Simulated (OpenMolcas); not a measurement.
# Levels of V2+ by method

```
Program             : OpenMolcas
Basis               : ANO-RCC-VQZP [7s6p4d3f2g1h]
Scalar Hamiltonian  : DKH2, point nucleus
Active space        : 3 electrons in 5 orbitals (3d)
State averaging     : 2S+1 = 4 even, 10 roots; 2S+1 = 2 even, 40 roots
Spin-orbit coupling : RASSI with atomic mean-field integrals over the reference wave functions, term energies averaged over their components
```

Methods on the same reference wave functions:
A. CASSCF
B. SS-CASPT2, IPEA 0.25 Eh, imaginary shift 0.1 Eh (closed shells correlated: 3s 3p)
C. MS-CASPT2, IPEA 0.25 Eh, imaginary shift 0.1 Eh (closed shells correlated: 3s 3p)

Energies in cm⁻¹ above 3d³ ⁴F_3/2, the measured ground level; measured values from Sugar and Corliss, J. Phys. Chem. Ref. Data 7, 1191 (1978).

| Level | A | B | C | Measured |
| --- | --- | --- | --- | --- |
| 3d³ ⁴F_3/2 | 0.0 | 0.0 | 0.0 | 0.0 |
| 3d³ ⁴F_5/2 | 154 | 155 | 155 | 146 |
| 3d³ ⁴F_7/2 | 366 | 367 | 367 | 342 |
| 3d³ ⁴F_9/2 | 632 | 633 | 633 | 584 |
| 3d³ ⁴P_1/2 | 14857 | 12160 | 12160 | 11514 |
| 3d³ ⁴P_3/2 | 14932 | 12230 | 12220 | 11592 |
| 3d³ ²G_7/2 | 14990 | 11620 | 11620 | 11966 |
| 3d³ ⁴P_5/2 | 15104 | 12410 | 12410 | 11770 |
| 3d³ ²G_9/2 | 15217 | 11850 | 11850 | 12187 |
| 3d³ ²P_1/2 | 19798 | 16370 | 15270 | 15580 |
| 3d³ ²H_9/2 | 19818 | 16500 | 16800 | 16811 |
| 3d³ ²P_3/2 | 19904 | 16760 | 15310 |  |
| 3d³ ²H_11/2 | 19994 | 16680 | 16980 | 16978 |
| 3d³ ²D_3/2(1) | 21502 | 15900 | 16240 |  |
| 3d³ ²D_5/2(1) | 21684 | 16360 | 16350 | 16375 |
| 3d³ ²F_7/2 | 34211 | 27910 | 27910 | 27728 |
| 3d³ ²F_5/2 | 34309 | 28010 | 28010 | 27847 |
| 3d³ ²D_5/2(2) | 53377 | 43400 | 43410 | 42267 |
| 3d³ ²D_3/2(2) | 53494 | 43520 | 43550 | 42371 |

Deviations, from unrounded energies. A percentage is the sum of absolute deviations over the sum of measured energies, with the sign that they share, or ± where signs differ.

| Against measurement | Levels | A | B | C |
| --- | --- | --- | --- | --- |
| mean absolute deviation (cm-1) | 16 | 4200 | 420 | 350 |
| fine structure of the ground term (%) | 3 | +7.5 | +7.9 | +7.9 |
| other terms of the ground configuration (%) | 13 | +25.2 | ±2.5 | ±2.1 |

C lies closest to measurement on these levels and A furthest from it. The largest miss of C in the table is 3d³ ²D_3/2(2), by +1200 cm-1. The ranking rests on the paired levels alone, and a cruder setting can come out closer through cancelling errors.

Between B and C the level of the table that moves most is 3d³ ²P_3/2, by 1500 cm-1 (lowest in C, highest in B). Moves below CASPT2's spread within the term are not significant.

The mean deviations of B to C differ by less than CASPT2's widest spread within a term (830 cm-1), so their order carries little weight.

From A to B the spin-free energies of the other terms of 3d³ shown, above ⁴F, scale by factors of 0.75 to 0.83, as is usual when dynamic correlation screens the repulsion within a d or f shell.

The lowest spin-free term lies below A's lowest term by 0.378 hartree in B, 0.378 hartree in C.

CASPT2 breaks the degeneracy within a term, and the mean is taken; among the terms shown or strongly mixed into the levels shown the widest spread is 830 cm-1 (3d³ ⁴F, C). Without dynamic correlation excited terms often stand tens of per cent too high (terms of higher spin than the ground term too low), and those without a measured partner can miss by more than the paired ones (holds for A). Some levels mix across a computed gap that differs much from the measured one, so their mixing is not that of the real levels (holds for A). The CASPT2 spread within a term exceeds the gap to the next term for 3d³ ²P and 3d³ ²H, so the order of their levels is uncertain (holds for B). Measured partners are found by configuration, term and J. A level has none where our copy of the source lacks it or the pairing is in doubt (some pairs that miss far off the trend of their configuration count as doubtful), and it then counts in no deviation. Only configurations of the active space appear.

A number in round brackets counts repeated terms of one configuration in the order of the reference energies.
